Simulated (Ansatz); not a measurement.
Compare A (`CCCCCC1CCCC1`) with its isomer B (`CC(C)(C)/C=C/C(C)(C)C`).

Isolated molecules relaxed with PBE0-D4/def2-TZVP in Ansatz; ΔE leaves out vibrations. CCSD(T)/CBS is the MP2 limit (def2-TZVPP, def2-QZVPP) plus CCSD(T) − MP2 in def2-TZVPP, frozen cores. DFT in def2-TZVPP. One conformer a species, not always the lowest.

(1) Which isomer does CCSD(T)/CBS put lower? Give the gap. (An estimate is asked.)

(2) Give E(B) − E(A) in kJ/mol with CCSD(T)/def2-TZVPP, r2SCAN-D4, HF/def2-TZVPP, PBE-D4, CCSD/def2-TZVPP, MP2/def2-TZVPP, B2PLYP. (Estimate.)

Largest T1 diagnostic: 0.009.

## Answers

(1) The calculation gave: A, by 28.7 kJ/mol.

(2) The calculation gave: CCSD(T)/def2-TZVPP 28.1, r2SCAN-D4 30.3, HF/def2-TZVPP 36.6, PBE-D4 36.3, CCSD/def2-TZVPP 33.8, MP2/def2-TZVPP 26.9, B2PLYP 27.6. None reverses the order clearly.

From PBE to PBE0 (25 % exact exchange), in def2-TZVPP and without D4, E(B) − E(A) moves by +11.2 kJ/mol. In def2-TZVPP, CCSD(T) changes the Hartree–Fock value by −8.5 kJ/mol (the triples alone add −5.8 kJ/mol) and MP2 by −9.7 kJ/mol.
